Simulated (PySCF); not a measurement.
# Correlation energy of Sb⁻ (antimony, charge -1)

[Kr] 4d10 5s2 5p4, high-spin 3P determinant. All numbers are calculated (PySCF 2.14, scalar relativity through the core potential, in aug-cc-pVTZ-PP with one added diffuse shell each of d, f type with ECP28MDF (6s5p5d3f, 67 functions)). Frozen: 4s2 4p6 4d10; 6 electrons correlated.

| level | correlation energy (mhartree) |
| --- | --- |
| CCSD | -101.98 |
| (T) | -4.58 |
| CCSD(T) | -106.56 |

Diagnostics: T1 = 0.012, D1 = 0.0297, largest double amplitude 0.044.

Is a single reference adequate?

Yes, within this model without spin-orbit coupling: T1 lies below 0.03 and no double amplitude reaches 0.07.
